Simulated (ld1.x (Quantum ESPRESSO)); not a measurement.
**What one change does to a pseudopotential (Bi (Z = 83), TM semilocal)**

ld1.x (Quantum ESPRESSO) 7.5 input, shortened:

```
&input
   title='Bi', zed=83., rel=1, dft='PBE', iswitch=3,
   config='[Xe] 4f14 5d10 6s1 6p4'
 /
 &inputp
   pseudotype=1, tm=.true., lloc=1,
   nlcc=.true., new_core_ps=.true., rcore=1.70
 /
2
6S  1  0   1.00   0.00  1.90  1.90  0.0
6P  2  1   4.00   0.00  1.95  1.95  0.0
 &test
   configts(1)='6s1 6p4'
 /
```

All-electron outer shells of the reference configuration (PBE, scalar-relativistic, ld1.x):

```tsv
shell	level (eV)	outermost node (bohr)	outermost maximum (bohr)
5p	-97.60	0.48	0.86
5d	-28.70	0.51	1.03
6s	-15.50	0.98	1.86
6p	-5.24	1.14	2.41
```

Change: type RRKJ, which also changes the form from semilocal to separable; local potential the s channel; rho0 0.02.

Cutoffs: the cutoffs (Ry, on a coarse ladder) from which the occupation-weighted sum of valence levels, in a spherical-Bessel basis at the reference potential, stays within 10 and 1 mRy of its value at 400 Ry; they do not see the model core or the augmentation charge, which bear on the density cutoff. Errors are all-electron minus pseudo energies relative to the spin-unpolarised reference configuration.

Problem. What does the change do?

Solution. The potential gets softer (30 Ry and 55 Ry → 30 Ry and 35 Ry); of the 7 tests that both files solve, the error grows in 1 and shrinks in 0 by more than 15 % and 0.3 meV (median size 25.5 → 28.6 meV); the range in which the p phases agree widens (upper end 1.0 → 4.0); neither file shows a bound ghost. In the semilocal form every listed channel keeps its own potential, so the choice of the local channel does not act on these tests. It acts once the file is put into the separable form. A semilocal file is local in each channel, so a ghost entry of none says nothing of the separable form that plane-wave codes build from it. Several settings change at once here, so the effects cannot be laid on one of them.

```tsv
quantity	base	changed
cutoff, loose	30 Ry	30 Ry
cutoff, tight	55 Ry	35 Ry
bound ghosts	none	none
error for 6s2 6p3, meV [ΔE -10.08 eV]	-23	-25
error for 6s2 6p2, meV [ΔE -2.17 eV]	-15	-17
error for 6s2 6p1, meV [ΔE 13.08 eV]	-35	-37
error for 6s2 6p3.3, meV [ΔE -11.18 eV]	-25	-27
error for 6s2 6p0, meV [ΔE 36.42 eV]	-152	-154
error for 6s1 6p0, meV [ΔE 81.83 eV]	-609	-603
error for 6s0 6p5, meV [ΔE 10.42 eV]	-25	-29
s: phases at 2.14 bohr within 0.05 rad from the reference energy up to (Ry; the scan ends near 5)	3.9	3.9
p: phases at 2.14 bohr within 0.05 rad from the reference energy up to (Ry; the scan ends near 5)	1.0	4.0
```
